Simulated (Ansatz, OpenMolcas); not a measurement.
## Ansatz → OpenMolcas

Ansatz 0.2.0 runs this on CH6Ge (methyl germane):

run.yaml:
```yaml
basis:
  gaussian:
    orbitals: def2-SVPD
crystal:
  periodic: [false, false, false]
  atoms:
    - symbol: C
      position_ang: [-0.310900, 0.190300, -0.971400]
    - symbol: Ge
      position_ang: [0.296900, -0.181900, 0.846700]
    - symbol: H
      position_ang: [-1.380100, 0.404200, -0.976500]
    - symbol: H
      position_ang: [0.218800, 1.052200, -1.378400]
    - symbol: H
      position_ang: [-0.124600, -0.669400, -1.616000]
    - symbol: H
      position_ang: [0.030700, 1.028200, 1.760100]
    - symbol: H
      position_ang: [1.807100, -0.479600, 0.857700]
    - symbol: H
      position_ang: [-0.445700, -1.401200, 1.422100]
hamiltonian:
  xc: hf
accuracy: high
output:
  orbitals: {seedname: orbitals}
```

```bash
$ ansatz run run.yaml --threads 1 --pin off --max-ram 3480MiB --events-out events.jsonl --progress --plain --runs-dir runs
```

The coordinates come from a PBE0-D4/def2-TZVP relaxation.

It gives a total energy of -2116.430531 Eh.

**Question.** How is this level of theory, on these atoms, set up in OpenMolcas 26.06 as an input file of the program's own, asking for the gradient?

**Answer.** This input was run:

job.input:
```
&gateway
baslib = $CurrDir
coord
8
angstrom
C       -0.310900       0.190300      -0.971400
Ge       0.296900      -0.181900       0.846700
H       -1.380100       0.404200      -0.976500
H        0.218800       1.052200      -1.378400
H       -0.124600      -0.669400      -1.616000
H        0.030700       1.028200       1.760100
H        1.807100      -0.479600       0.857700
H       -0.445700      -1.401200       1.422100
basis = def2-SVPD
group = NoSym
&seward
&scf
thresholds = 1e-10 1e-07 1e-07 1e-05
prorbitals = 1 2
&alaska
```

```bash
$ export MOLCAS_MEM=1860
$ pymolcas job.input > job.log
```

(Basis files named in the input come from the Basis Set Exchange and aren't shown.)

Its energy is -2116.430531 Eh, 0.000 mEh from the first.
